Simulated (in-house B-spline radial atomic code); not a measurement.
Configurations of the potassium ion K²⁺, with energies counted from [Ne] 3s2 3p5. Level of theory: scalar-relativistic (X2C) BHandHLYP, spin-polarised, spherical fractional occupations, exact exchange averaged over the configuration, Fermi nucleus of rms radius 3.4349 fm; calculated with a radial B-spline atomic code at the basis-set limit. Shells without spins written out take the highest spin.

Occupations are held fixed; configurations that lie above the ionisation limit could autoionise.

```tsv
configuration	E - E(ref) (eV)	highest orbital	its <r> (bohr)
[Ne] 3s1 3p6	19.399	3p down	1.368
[Ne] 3s2 3p4 4p1	29.618	4p up	3.664
[Ne] 3s2 3p4 4d1	35.002	4d up	4.88
[Ne] 3s2 3p4 4f1	37.766	4f up	5.706
[Ne] 3s1 3p5 3d1	40.266	3d up	1.703
```

(1) Order these further configurations by energy, lowest first.
A. [Ne] 3s2 3p4 4s1
B. [Ne] 3s1 3p5 4f1
C. [Ne] 3s2 3p4 3d1
D. [Ne] 3s1 3p5 4d1
E. [Ne] 3s1 3p5 4p1

## Answers

(1) C (21.95 eV), A (25.651 eV), E (48.299 eV), D (53.702 eV), B (56.525 eV).
